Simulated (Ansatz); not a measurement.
`[F][Ge]([SH])([SH])[SH]` + H–F → `[F][Ge]([F])([SH])[SH]` + H₂S  (ligand exchange at a Ge–S bond)

Program: Ansatz. Geometries: PBE0-D4/def2-TZVP. ΔE: electronic, gas phase. CBS: MP2 limit from def2 TZ/QZ plus the TZ coupled-cluster correction, frozen cores. This one scheme is used for every species. Functionals use def2-TZVPP. HSE06 is defined as in plane-wave codes. For Ge outer-core shells are correlated without core-valence functions, which leaves a few kJ/mol of doubt a bond. Scalar relativity is left out up to krypton. One conformer a species, not always the lowest.

```
             level  ΔE (kcal/mol)  difference from CCSD(T)/CBS
            PBE-D4           -1.5                          0.6
         revPBE-D4           -1.0                          1.1
           PBE0-D4           -1.3                          0.8
          HSE06-D4           -1.2                          0.9
          BHLYP-D4           -3.9                         -1.8
            B2PLYP           -4.8                         -2.7
               PBE           -3.0                         -0.9
            r2SCAN           -4.4                         -2.3
           r2SCANh           -4.1                         -2.0
             HSE06           -2.5                         -0.4
         CAM-B3LYP           -7.1                         -5.0
     CCSD/def2-SVP           -7.9                         -5.8
   CCSD/def2-TZVPP           -4.3                         -2.2
     HF/def2-QZVPP           -9.1                         -7.0
SCS-MP2/def2-QZVPP           -3.3                         -1.2
    CCSD/CBS(def2)           -2.9                         -0.8
       CCSD(T)/CBS           -2.1                            0
```

(1) What do rigid-rotor, harmonic-oscillator terms from PBE0-D4/def2-TZVP frequencies (298.15 K, 1 bar) make of the CCSD(T)/CBS value? (Best estimate.)

Largest T1 diagnostic among the species: 0.012.

Results:

(1) Ansatz gave: ΔZPE = -0.9 kcal/mol, ΔH = -3.4 kcal/mol, ΔS = 7 J/(mol·K), ΔG = -3.9 kcal/mol.

In def2-TZVPP, CCSD(T) changes the Hartree–Fock value by +5.0 kcal/mol (the triples alone add +0.8 kcal/mol) and MP2 by +6.9 kcal/mol. From r2SCAN to r2SCAN0 (25 % exact exchange), in def2-TZVPP and without D4, ΔE moves by +0.8 kcal/mol. The D4 term adds +2.5 kcal/mol with B3LYP and +1.4 kcal/mol with PBE0; it sums over pairs of atoms, weighted by their polarisabilities, and B3LYP, whose exchange is more repulsive, gets the larger term.

B3LYP here is the variant with VWN-RPA as its local correlation; programs differ in this.
